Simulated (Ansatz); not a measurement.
H2S2, charge -1, doublet, at the geometry of the source list (a state made from the parent by changing its charge; the spin is typed, not shown lowest) (a gas-phase anion, which may not be bound at this level); Ansatz (a program for electronic structure) with SC-NEVPT2/6-31G, CASSCF(7,5).

The Ansatz input:
Ansatz 0.2 input:
```yaml
crystal:
  periodic: [false, false, false]
  atoms:
    - {symbol: S, position_ang: [-0.89730000, 0.41930000, 0.50790000]}
    - {symbol: S, position_ang: [0.89160000, 0.46690000, -0.47880000]}
    - {symbol: H, position_ang: [-1.53250000, -0.44520000, -0.29410000]}
    - {symbol: H, position_ang: [1.53830000, -0.44100000, 0.26510000]}
basis:
  gaussian:
    orbitals: 6-31G
total_charge: -1
correlation: {method: sc_nevpt2, electrons: all, active_space: {window: {electrons: 7, orbitals: 5}}}
magnetization: {spin_polarized: false, initial_magnetization: 1}
```

What the program printed (banner, timings and long lists left out):

```
Functional definition: HF
349 factors; integrals over basis functions are off by at most 2.4e-4 eV
mean field evaluation 1: about -21659.6708 eV, gradient 1.4e1 eV
mean field evaluation 2: about -21659.6889 eV, gradient 1.4e1 eV
mean field evaluation 4: about -21660.7006 eV, gradient 1.0e0 eV
mean field evaluation 8: about -21660.7070 eV, gradient 4.1e-5 eV
mean field -21660.70699732 eV, -796.0162999969 hartree, gradient 2.6e-6 eV, S^2 0.750000; 0 other end points of the search recorded, 0 dependent functions left out
reference -21660.70699732 eV, -796.0162999969 hartree; 18, 17 occupied and 12, 13 virtual orbitals, 349 factors
state -21661.25934058 eV, -796.0365982372 hartree
state -21661.25934058 eV, -796.0365982372 hartree; corrected -21663.84424327 eV, -796.1315916593 hartree
Total energy: -21663.84424327 eV, -796.1315916593 hartree
```
